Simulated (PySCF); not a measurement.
**Er⁶³⁺ (erbium, charge +63) across methods**

[He] 2s2 2p1, 2P determinant. All numbers are calculated (PySCF 2.14, the non-relativistic Hamiltonian (point nucleus), in an even-tempered Gaussian basis (17 s from 39 bohr⁻², ratio 2.2; 10 p from 51 bohr⁻², ratio 2.2; 5 d from 190 bohr⁻², ratio 2.4; 5 f from 280 bohr⁻², ratio 2.4; 4 g from 430 bohr⁻², ratio 2.4)).

```
method  E (hartree)  mean ε 2s α (eV)  mean ε 2s β (eV)  mean ε 2p α (eV)  Σ⟨r²⟩ (bohr²)   ⟨S²⟩
   UHF  -6200.97047          -14488.9          -14435.4          -14341.1        0.02747  0.750
PBEsol     -6198.15          -14362.1          -14332.6          -14193.2        0.02748  0.750
  PBE0     -6200.76          -14397.1          -14362.4          -14234.7        0.02747  0.750
   PBE     -6200.64          -14366.1          -14337.5          -14199.0        0.02747  0.750
r2SCAN     -6200.92          -14377.1          -14343.3          -14215.0        0.02747  0.750
 B97-3     -6200.86          -14399.5          -14365.8          -14236.5        0.02746  0.750
   LDA     -6194.38          -14357.4          -14326.9          -14186.6        0.02749  0.750
```

A non-relativistic calculation at this Z misses sizeable relativistic shifts. Spin-orbit coupling, absent here, splits the open shell strongly.
